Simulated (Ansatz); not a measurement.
Reaction (isomerisation): `C[SiH](O)[SnH3]` → `O[SiH2][CH2][SnH3]`

Isolated molecules relaxed with PBE0-D4/def2-TZVP in Ansatz; ΔE leaves out vibrations. CBS: MP2 limit from def2 TZ/QZ plus the TZ coupled-cluster correction, frozen cores. Functionals use def2-TZVPP. Elements past krypton have def2 core potentials. For Sn outer-core shells are correlated without core-valence functions, which leaves a few kJ/mol of doubt a bond. Each species was taken in one conformer, which may not be the lowest.

`C[SiH](O)[SnH3]`:

Z-matrix (Å, degrees):
```
C
Si 1 1.867
H 1 1.093 2 111.7
H 1 1.094 2 110.2 3 -119.8
H 1 1.093 2 110.4 3 120.7
O 2 1.655 1 112.2 3 -64.7
Sn 2 2.578 1 109.9 3 58.9
H 2 1.486 1 109.7 3 179.5
H 6 0.958 2 117.8 1 69.7
H 7 1.709 2 112.8 1 169.0
H 7 1.715 2 110.4 1 -71.4
H 7 1.711 2 112.0 1 47.5
```

`O[SiH2][CH2][SnH3]`:

Z-matrix (Å, degrees):
```
Si
C 1 1.859
O 1 1.650 2 111.7
H 1 1.484 2 112.0 3 117.1
H 1 1.492 2 108.1 3 -122.3
Sn 2 2.148 1 112.8 3 59.1
H 2 1.094 1 110.4 3 179.1
H 2 1.093 1 110.5 3 -61.5
H 3 0.959 1 117.2 2 -63.3
H 6 1.716 2 109.0 1 -27.1
H 6 1.706 2 110.8 1 -146.5
H 6 1.706 2 110.1 1 91.6
```

```csv
level,ΔE (eV)
r2SCAN-D4,0.37
CCSD/def2-TZVPP,0.24
```

What does CCSD(T)/CBS give? (An estimate is asked.)

Computed: +0.26 eV. The listed levels differ from it by 0.11, -0.02 eV.

Largest T1 diagnostic among the species: 0.013.

From PBE to PBE0 (25 % exact exchange), in def2-TZVPP and without D4, ΔE moves by −0.04 eV.
